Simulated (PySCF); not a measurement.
**Electron correlation in P (phosphorus, neutral)**

[Ne] 3s1 3p3 3d1, high-spin 6D determinant (an excited configuration). Computed with PySCF 2.14 in aug-cc-pwCVTZ (8s7p5d3f, 75 functions), with the non-relativistic Hamiltonian (point nucleus). Frozen: [Ne]; 5 electrons correlated.

MP2 pair energies summed by pair of shells (mhartree):

| pair | energy | share (%) |
| --- | --- | --- |
| 3p-3p | -16.17 | 54.2 |
| 3p-3d | -8.91 | 29.9 |
| 3s-3p | -3.76 | 12.6 |
| 3s-3d | -0.97 | 3.3 |

Total MP2 correlation energy: -29.82 mhartree.

Same-spin part -29.82 and opposite-spin part 0.00 mhartree; SCS-MP2 scales them by 1/3 and 6/5 to -9.94 mhartree.
